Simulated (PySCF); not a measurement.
Checking a proposed structure

A compound C₆H₉ClSi gives the data below (simulated from a calculation) and was assigned the structure `C=C(C#C[SiH2]C)CCl`.

¹³C{¹H} NMR (computed): δ 177.7 (C), 142.6 (CH), 134.0 (CH), 126.0 (CH), 39.9 (CH), 24.6 (CH3).

¹H NMR (600 MHz, computed): δ 6.06 (m, 1H), 5.94 (m, 1H), 5.90 (m, 1H), 5.06 (m, 1H), 4.55 (m, 1H), 3.55 (m, 1H), 2.08 (s, 3H).

PySCF 2.14 calculation with geometry: GFN2-xTB and GIAO PBE0/pcSseg-1 shieldings; single conformer, gas phase, equivalent nuclei averaged, relativity neglected.

Chemical shifts δ = σref − σ; ¹H (σref 31.72), ¹³C (σref 186.93) vs TMS, all at this level.

Problem. Compare with the shifts computed for the proposed structure, pairing carbons in order of shift.

Solution. Atom-mapped SMILES (the numbers label the heavy atoms): `[CH2:1]=[C:2]([C:3]#[C:4][SiH2:5][CH3:6])[CH2:7][Cl:8]` (H(Xn): hydrogen on atom n).

```
atom  computed for proposal  given list  difference
  C2                  137.1       177.7       -40.6
  C1                  135.4       142.6        -7.2
  C3                  113.4       134.0       -20.6
  C4                  100.6       126.0       -25.4
  C7                   55.2        39.9       +15.3
  C6                   -4.8        24.6       -29.4
```

The rms difference is 25.4 ppm and the largest -40.6 ppm at C2 (fully substituted alkene carbon). The carbon types in order of shift don't match either: C, CH2, C, C, CH2, CH3 for the proposal against C, CH, CH, CH, CH, CH3 in the data. The proposal doesn't fit.

Problem. Which isomer fits?

Solution. SMILES CC1=C[SiH2][C@H]1/C=C\Cl.

Carbon types of the structure: 1 × C, 4 × CH, 1 × CH3, leaving 2 H on heteroatoms. δC 177.7: fully substituted alkene carbon. δC 142.6, 134.0, 126.0: alkene CH; the olefinic region. δC 24.6: allylic methyl carbon; a saturated carbon with 1 carbon neighbour and no heteroatom attached. δH 6.06, 5.94, 5.90: hydrogen on an alkene CH; attached to an sp2 carbon and in the plane of the double bond.

This is the structure that produced the data.

Carbons that carry Cl, above all several Cl atoms, come out too deshielded, partly because spin–orbit coupling is missing. Shifts are as computed. Against solution values, carbons near 30 ppm lie about +3 ppm off and those near 130 ppm about +5 ppm; carbons on Cl a further +6 ppm. Of 1211 compounds with measured shifts, 218 miss one by over three times the rms of a fit or turn the order of signals round; such compounds aren't used in these exercises. Multiplicities follow the n + 1 count of equivalent neighbours, as no J values were calculated; m marks all less simple cases, F and P coupling included.
